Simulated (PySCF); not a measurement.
A GIAO shielding run with PySCF (density fitting, non-relativistic, gas phase) on `CS[Si@H](S)C(C)(F)F`, C3H8F2S2Si:

```
$ OMP_NUM_THREADS=1 python probes_run.py task.json out

{"job": {"kind": "nmr", "xc": "PBE0", "basis": "pcSseg-1"}, "charge": 0, "multiplicity": 1}
C      2.956641    -0.213591     0.201143
S      1.325626    -0.973802     0.459407
Si     0.132874     0.449609    -0.592007
S      0.664160     2.450051    -0.022904
C     -1.719119     0.081576    -0.176624
C     -2.010018    -1.261995     0.447618
F     -2.415527     0.202936    -1.354153
F     -2.238295     1.080533     0.612149
H      3.206253    -0.240219    -0.854145
H      3.669821    -0.800413     0.769292
H      2.939044     0.809103     0.563304
H      0.281157     0.300863    -2.034370
H     -0.568682     2.883060     0.182080
H     -1.472463    -1.350122     1.387537
H     -1.680198    -2.046314    -0.227509
H     -3.078873    -1.362332     0.627770
```

Hardware: 1 thread of an Arm Neoverse V1, shared host. The job also computes population analyses, field gradients.

**Question.** How large is the calculation?

**Answer.** 90 electrons, 197 basis functions and 1094 auxiliary functions.

**Question.** How long does it take, and how much memory does it need?

**Answer.** 44 s of wall time, with 13 SCF cycles and 5 response iterations; peak memory 0.88 GiB. Times on a shared host scatter by some tens of per cent.
